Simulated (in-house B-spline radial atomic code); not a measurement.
Results of a calculation; reference values are marked as such.
**B in electron gases of falling density**

A nucleus sits in a uniform electron gas with a rigid positive background. The Kohn-Sham equations are solved self-consistently in the spin-unpolarised LDA (PW92), non-relativistic, on B-splines with outgoing waves at the boundary and partial waves to l = 8. The model has no lattice, no bands and no magnetic solution. Atomic units; δ_l are the phase shifts at the Fermi level, counted so that each bound state adds π, and good to about 0.0005.

```
r_s (bohr)     k_F   δ0/π   δ1/π    δ2/π  shallowest bound level (hartree)  σ_tr (bohr²)  Q (a.u.)
       1.5  1.2794  1.069  0.357   0.048                           s -5.62         15.50     1.403
      1.65  1.1631  1.112  0.365   0.040                           s -5.71         18.55     1.147
       1.8  1.0662  1.152  0.372   0.033                       s -0.000213         21.72     0.948
         2  0.9596  1.200  0.379   0.024                        s -0.00267         26.09     0.747
      2.07  0.9271  1.216  0.381   0.021                        s -0.00404         27.67     0.691
       2.2  0.8723  1.245  0.384   0.016                        s -0.00713         30.69     0.600
       2.4  0.7996  1.286  0.386   0.009                          s -0.013         35.61     0.492
      2.67  0.7188  1.336  0.385   0.001                         s -0.0227         43.07     0.388
         3  0.6397  1.389  0.382  -0.006                         s -0.0362         54.10     0.306
       3.3  0.5816  1.431  0.376  -0.011                         s -0.0492         66.49     0.257
       3.6  0.5331  1.467  0.370  -0.014                          s -0.062         81.34     0.222
         4  0.4798  1.507  0.361  -0.017                         s -0.0782        104.88     0.188
```

Q = n k_F σ_tr, with n = 3/(4π r_s³).

Problem. How does the screening charge move between partial waves as the gas thins?

Solution. By (2/π)(2l + 1) δ_l, at r_s = 1.5 it is s 2.14, p 2.14, d 0.48, f and beyond 0.25, and at r_s = 4 s 3.01, p 2.16, d -0.17, f and beyond -0.01. The free atom is [He] 2s2 2p1.

Problem. What end-to-end powers of r_s do the first and last rows give for σ_tr and Q?

Solution. σ_tr goes as r_s^+1.95 and Q as r_s^-2.05. Since n k_F/k_F² goes as r_s⁻², Q = 4π n Σ/k_F would fall as r_s⁻² at fixed phase shifts; the sum Σ (l + 1) sin²(δ_l − δ_(l+1)) is 2.019 in the first row and 1.921 in the last, and ranges from 1.76 to 2.02 between them, so these powers are no law.
